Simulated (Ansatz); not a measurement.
Reaction (SMILES): BN (BH2-NH2) → B[NH-] + H+
B3LYP-D3(BJ)/def2-TZVP geometries, fixed; electronic energies without zero-point terms.

Basis-set convergence of the deprotonation energy at wB97M-V with Ansatz (an electronic-structure program). Cartesian d functions, on some or all atoms, in 6-31+G*, 6-31G**; all else is spherical. The program fits the integrals of some runs and decomposes those of others, by size. The proton leaves the site shown, which need not be the most acidic. The functional holds VV10 correlation; no added dispersion term, no relativity. Functions are those of the species that has most. Reference: the value in aug-pcseg-3, 386.08 kcal/mol, itself unsure by roughly 0.10 kcal/mol (its mean distance from aug-cc-pVQZ, def2-QZVPPD). Deviations are taken from unrounded values.

```
basis            functions  deprotonation energy (kcal/mol)  minus reference (kcal/mol)
---------------  ---------  -------------------------------  --------------------------
STO-3G                  14                           477.30                       91.22
6-31+G*                 46                           384.27                       -1.81
6-31G**                 50                           400.16                       14.08
aug-cc-pVDZ             82                           383.46                       -2.62
6-311++G(2d,2p)         94                           385.36                       -0.72
cc-pVTZ                116                           389.71                        3.63
def2-QZVPP             234                           386.92                        0.84
aug-cc-pVQZ            344                           386.01                       -0.07
aug-pcseg-3            366                           386.08                        0.00
```

The smallest set listed that lies within 0.5 kcal/mol of the reference with all its larger relatives (same family, alike in diffuse functions; a set with none counts only in the reference's own line) is aug-pcseg-3 (366 functions, 0.00 kcal/mol off). Inside, with no larger relative to test it: aug-cc-pVQZ.
